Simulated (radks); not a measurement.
Problem. The table gives one normalised radial function P(r) = r R(r) of Br4+ in [Ar] 3d10 4s2 4p1 (r in bohr). All-electron calculation, scalar-relativistic Kohn-Sham, Wu-Cohen GGA, spin-polarised, spherical densities, point nucleus; open shells are filled with parallel spins first. Program: a radial shooting solver on a logarithmic mesh with Libxc functionals.

r         P
0.004107   0.0031
0.006078   0.0064
0.008995   0.0129
0.01331    0.0256
0.0197     0.0492
0.02916    0.0899
0.04315    0.1513
0.06386    0.2244
0.0945     0.2690
0.1399     0.2066
0.207     -0.0248
0.3063    -0.3331
0.4533    -0.4174
0.6709    -0.0496
0.9929     0.5580
1.481      0.8742
2.192      0.6154
3.244      0.1988
4.801      0.0223

Which n and l does it have? It may be an empty orbital.

Solution. n = 4, l = 1: the number of nodes gives n - l - 1 = 2, the rise at small r (about r^(l+1)) gives l, and the extent must fit the shell. The curve is that of 4p down; the table hardly tells the two spins apart. 4p down (empty): eigenvalue -51.558 eV, 2 radial nodes at r = 0.200, 0.694 bohr, <r> = 1.69 bohr, 90 % of the charge inside 2.47 bohr.
